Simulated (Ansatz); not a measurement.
Saddle point of AlN3H8, singlet (AlN₂H₅ ([NH2][AlH][NH2]) + NH₃ → AlN₃H₆ ([NH2][Al]([NH2])[NH2]) + H₂; bonds formed: H2–H5; dative contacts that become bonds: Al1–N6; bonds broken: Al1–H2, H5–N6), PBE0-D4/def2-TZVP structure:

Al1  (-0.093, 0.118, 0.191)
H2  (0.814, -1.182, 1.111)
N3  (0.542, 1.772, 0.307)
N4  (-1.790, -0.252, 0.563)
H5  (0.990, -1.334, 0.115)
N6  (0.769, -0.893, -1.166)
H7  (1.338, 2.125, -0.197)
H8  (0.277, 2.427, 1.024)
H9  (-2.552, 0.398, 0.461)
H10  (-2.111, -1.093, 1.013)
H11  (1.584, -0.569, -1.670)
H12  (0.231, -1.517, -1.752)
(Å)

Energies are electronic, without zero-point energy. Barriers and step energies count from the start structure reached by relaxing down the imaginary mode; all methods use the PBE0-D4 structures, on which another method's saddle can fall below an end. Program: Ansatz 0.2.0. Basis: def2-TZVPP, with def2-QZVPP for the basis limit. Cores are frozen in the correlated methods. B3LYP uses VWN-RPA correlation. Extrapolation: Hartree–Fock as exp(−7.88 √X), correlation as X^−2.97.

```json
{"method": "SPW92", "barrier (kcal/mol)": "21.41", "step energy (kcal/mol)": "11.15"}
{"method": "PBE-D4", "barrier (kcal/mol)": "24.70", "step energy (kcal/mol)": "6.93"}
{"method": "BLYP-D4", "barrier (kcal/mol)": "?", "step energy (kcal/mol)": "3.82"}
{"method": "r2SCAN-D4", "barrier (kcal/mol)": "25.79", "step energy (kcal/mol)": "6.30"}
{"method": "B97M-V", "barrier (kcal/mol)": "29.73", "step energy (kcal/mol)": "9.41"}
{"method": "PBE0-D4", "barrier (kcal/mol)": "27.98", "step energy (kcal/mol)": "8.21"}
{"method": "B3LYP-D4", "barrier (kcal/mol)": "28.56", "step energy (kcal/mol)": "5.22"}
{"method": "r2SCAN0-D4", "barrier (kcal/mol)": "28.52", "step energy (kcal/mol)": "7.46"}
{"method": "BHLYP-D4", "barrier (kcal/mol)": "32.58", "step energy (kcal/mol)": "6.82"}
{"method": "CAM-B3LYP-D4", "barrier (kcal/mol)": "29.67", "step energy (kcal/mol)": "6.19"}
{"method": "wB97X-V", "barrier (kcal/mol)": "?", "step energy (kcal/mol)": "7.35"}
{"method": "wB97M-V", "barrier (kcal/mol)": "30.50", "step energy (kcal/mol)": "6.88"}
{"method": "B2PLYP", "barrier (kcal/mol)": "29.65", "step energy (kcal/mol)": "4.98"}
{"method": "PBE-QIDH", "barrier (kcal/mol)": "30.35", "step energy (kcal/mol)": "7.93"}
{"method": "RPA on PBE", "barrier (kcal/mol)": "?", "step energy (kcal/mol)": "6.54"}
{"method": "HF", "barrier (kcal/mol)": "40.36", "step energy (kcal/mol)": "6.19"}
{"method": "MP2", "barrier (kcal/mol)": "29.98", "step energy (kcal/mol)": "5.21"}
{"method": "CCSD", "barrier (kcal/mol)": "32.80", "step energy (kcal/mol)": "6.71"}
{"method": "CCSD(T)", "barrier (kcal/mol)": "31.35", "step energy (kcal/mol)": "6.67"}
```

(1) Fill in the withheld barriers. (Judge from chemistry; the value comes from the calculation.)

T1 diagnostic: at most 0.012.

Answers

(1) The calculation gives: RPA on PBE 31.25; BLYP-D4 26.13; wB97X-V 30.88 kcal/mol. Each is the energy of the saddle less that of the start structure, by the same method.

For comparison, the barrier by CCSD(T) at an estimated basis limit (MP2 extrapolated from triple and quadruple zeta, plus CCSD(T) − MP2 in triple zeta) is 31.12 kcal/mol.

The step is the kind of exchange with an N–H group that builds nitride films in atomic layer and chemical vapour deposition.

Labels in which every atom is bracketed show which atoms are joined, not bond orders.

For scale, one of the runs: CCSD(T)/def2-TZVPP, 247 basis functions, launched by `ansatz run in.yaml --threads 4 --pin off --events-out ev --progress --plain --max-ram 9574MiB`. The run took 120 s on 4 CPU threads of an Arm Neoverse V1 (shared host), with 5.1 GiB of host memory at its peak.
